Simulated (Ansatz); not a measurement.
`N=C[SiH3]` + `[SiH3]OCS` → `[SiH3]OCS[SiH3]` + `C=N`  (ligand exchange at the Si–C bond)

Program: Ansatz. Geometries: PBE0-D4/def2-TZVP. ΔE: electronic, gas phase. CCSD(T)/CBS is the MP2 limit (def2-TZVPP, def2-QZVPP) plus CCSD(T) − MP2 in def2-TZVPP, frozen cores. This one scheme is used for every species. DFT in def2-TZVPP. HSE06 is defined as in plane-wave codes. Each species was taken in one conformer, which may not be the lowest.

(1) Is it downhill or uphill in electronic energy at CCSD(T)/CBS, and by how much? (Best estimate.)

(2) What do these levels give: HSE06-D4, BHLYP-D4, ωB97X-V, PBE, HSE06, BHLYP, CAM-B3LYP, MP2/def2-TZVPP, SCS-MP2/def2-TZVPP, CCSD/def2-TZVPP, SCS-MP2/def2-QZVPP, HF/CBS(def2)? (Estimate.)

Largest T1 diagnostic among the species: 0.012.

## Answers

(1) Ansatz gave: Downhill: ΔE = -70.6 kJ/mol.

(2) The calculation gave: HSE06-D4 -71.9, BHLYP-D4 -72.5, ωB97X-V -69.0, PBE -64.6, HSE06 -67.6, BHLYP -65.2, CAM-B3LYP -62.1, MP2/def2-TZVPP -74.1, SCS-MP2/def2-TZVPP -70.3, CCSD/def2-TZVPP -67.7, SCS-MP2/def2-QZVPP -71.0, HF/CBS(def2) -65.4 kJ/mol.

At CCSD(T), def2-SVP lies +4.1 kJ/mol from the extrapolated value and def2-TZVPP +1.7 kJ/mol. The D4 term adds −7.6 kJ/mol with B3LYP and −4.4 kJ/mol with PBE0; it sums over pairs of atoms, weighted by their polarisabilities, and B3LYP, whose exchange is more repulsive, gets the larger term. From PBE to PBE0 (25 % exact exchange), in def2-TZVPP and without D4, ΔE moves by −3.0 kJ/mol.

B3LYP here is the variant with VWN-RPA as its local correlation; programs differ in this.
